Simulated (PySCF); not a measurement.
CH3F3Si.

```xyz
8

F      1.9037    -0.6374     0.0000
C      1.2883     0.6024     0.0000
Si    -0.5793     0.4109     0.0000
F     -1.0392    -0.4274     1.3010
F     -1.0392    -0.4274    -1.3010
H      1.6140     1.1739    -0.8891
H      1.6140     1.1739     0.8891
H     -1.2754     1.7154     0.0000
```
Charge 0, spin multiplicity 1.

Geometry: ωB97X-D3(BJ)/def2-SVP. Other conformers were not sampled.

The numbers are results of PySCF with PBE/pcSseg-1, not measurements. Non-relativistic, no solvent.

Computed absolute GIAO shielding of each atom: isotropic value and principal components (ppm):
```tsv
atom	σ(iso)	σ11	σ22	σ33	span
F1	468.4	431.4	464.0	509.7	78.3
C2	100.9	62.8	71.4	168.6	105.8
Si3	344.6	300.0	365.7	368.2	68.1
F4	316.4	219.5	340.0	389.6	170.1
F5	316.4	219.5	340.0	389.6	170.1
H6	26.6	23.7	25.5	30.7	7.0
H7	26.6	23.7	25.5	30.7	7.0
H8	26.1	22.9	23.6	31.9	9.0
```
